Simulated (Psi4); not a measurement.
H$_{2}$Cl$_{2}$OSi, singlet, at a GFN2-xTB geometry; BLYP/6-31G, TDA (Psi4).

Here is a job for Psi4.
```
memory 2 GB

molecule mol {
0 1
Si    0.031788   -0.448093    0.333334
O    -1.333503   -1.284269    0.129064
Cl   -0.362812    1.405042    1.018036
Cl    1.041607   -0.296554   -1.403311
H     0.734122   -1.251893    1.305568
H    -2.050653   -1.044954   -0.455072
symmetry c1
}

set {
  basis 6-31g
  reference rks
  puream true
  save_jk true
  tdscf_states [5]
  tdscf_tda true
  d_convergence 1e-8
}

energy('td-blyp')
print_variables()
```

The log (banner, timings and long lists left out):

```
   => Loading Basis Set <=

    Name: 6-31G
    Role: ORBITAL
    Keyword: BASIS

         ---------------------------------------------------------
                                   SCF
               by Justin Turney, Rob Parrish, Andy Simmonett
                          and Daniel G. A. Smith
                              RKS Reference
         ---------------------------------------------------------

  ==> Geometry <==

    Molecular point group: c1
    Full point group: C1

    Geometry (in Angstrom), charge = 0, multiplicity = 1:

       Center              X                  Y                   Z               Mass
    ------------   -----------------  -----------------  -----------------  -----------------
         SI           0.014795030158    -0.477160845680     0.343904998408    27.976926534650
         O           -1.350495969842    -1.313336845680     0.139634998408    15.994914619570
         CL          -0.379804969842     1.375974154320     1.028606998408    34.968852682000
         CL           1.024614030158    -0.325621845680    -1.392740001592    34.968852682000
         H            0.717129030158    -1.280960845680     1.316138998408     1.007825032230
         H           -2.067645969842    -1.074021845680    -0.444501001592     1.007825032230

  Running in c1 symmetry.

  Rotational constants: A =      0.16021  B =      0.08450  C =      0.06000 [cm^-1]
  Rotational constants: A =   4802.91994  B =   2533.12085  C =   1798.77959 [MHz]
  Nuclear repulsion =  282.874218141013046

  Charge       = 0
  Multiplicity = 1
  Electrons    = 58
  Nalpha       = 29
  Nbeta        = 29

  ==> Algorithm <==

  SCF Algorithm Type is DF.
  DIIS enabled.
  MOM disabled.
  Fractional occupation disabled.
  Guess Type is SAD.
  Energy threshold   = 1.00e-06
  Density threshold  = 1.00e-08
  Integral threshold = 1.00e-12

  ==> Primary Basis <==

  Basis Set: 6-31G
    Blend: 6-31G
    Number of shells: 30
    Number of basis functions: 52
    Number of Cartesian functions: 52
    Spherical Harmonics?: true
    Max angular momentum: 1

  ==> DFT Potential <==

   => LibXC <=

    Version 7.1.2
    S. Lehtola, C. Steigemann, M. J. T. Oliveira, and M. A. L. Marques,  SoftwareX 7, 1–5 (2018) (10.1016/j.softx.2017.11.002)

   => Composite Functional: BLYP <=

    BLYP GGA Exchange-Correlation Functional

    P.J. Stephens et. al., J. Phys. Chem., 98, 11623-11627, 1994
    B. Miehlich et. al., Chem. Phys. Lett., 157(3), 200-206 1989

[...]
  @DF-RKS Final Energy: -1286.23398967243133
    Total Energy =                      -1286.2339896724313348
[...]
     4        A->A (1 A)       0.28404         7.72914        -1285.94995      0.0117          0.0081          0.0000          0.0000
     5        A->A (1 A)       0.28543         7.76687        -1285.94856      0.0295          0.0168          0.0000          0.0000

Contributing excitations
Only contributions with abs(coeff) > 1.00e-01 will be printed:

Excited State    1 (1 A):   0.26170 au   174.10 nm f = 0.0002
  Sums of squares: Xssq =  1.000000e+00
     28a  ->  30a    -0.137917 ( 1.902%)
     29a  ->  30a    -0.984569 (96.938%)

Excited State    2 (1 A):   0.27866 au   163.51 nm f = 0.0075
  Sums of squares: Xssq =  1.000000e+00
     28a  ->  30a    -0.726154 (52.730%)
     29a  ->  31a     0.670790 (44.996%)

Excited State    3 (1 A):   0.28199 au   161.58 nm f = 0.0335
  Sums of squares: Xssq =  1.000000e+00
     26a  ->  30a    -0.353313 (12.483%)
     27a  ->  30a     0.899980 (80.996%)
     28a  ->  32a     0.130629 ( 1.706%)
     29a  ->  32a     0.172473 ( 2.975%)

Excited State    4 (1 A):   0.28404 au   160.41 nm f = 0.0117
  Sums of squares: Xssq =  1.000000e+00
     25a  ->  30a     0.495430 (24.545%)
     28a  ->  30a     0.545416 (29.748%)
     28a  ->  31a    -0.283730 ( 8.050%)
     29a  ->  31a     0.603491 (36.420%)

Excited State    5 (1 A):   0.28543 au   159.63 nm f = 0.0295
  Sums of squares: Xssq =  1.000000e+00
     24a  ->  30a     0.108251 ( 1.172%)
     26a  ->  30a    -0.846603 (71.674%)
     27a  ->  30a    -0.388686 (15.108%)
     27a  ->  31a    -0.240869 ( 5.802%)
     29a  ->  32a     0.218056 ( 4.755%)

******************************************************************************************
**********                               WARNING                                **********
**********       The names of excited state variables changed between 1.5       **********
**********     and 1.6. For a quick solution, remove the symmetry specifier     **********
**********   from the variable name. For full details, see 'Notes on Psivars'   **********
**********                        in the documentation.                         **********
******************************************************************************************

  Variable Map:
  ----------------------------------------------------------------------------
[...]
  Array Variable Map:
  ----------------------------------------------------------------------------
[...]
[...]
```
